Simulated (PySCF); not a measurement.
A structure optimised at PBE-D3(BJ)/def2-TZVPD, used in a PySCF frequency run:

```xyz
3

Se     0.0000     0.0000     0.0579
H      0.0000    -1.0514    -0.9839
H      0.0000     1.0514    -0.9839
```

Q: Write its SMILES, formula and point group.

A: [SeH2], H2Se, C2v

Q: What are its rotational constants (standard atomic weights)?

A: 236.89, 226.78, 115.86 GHz
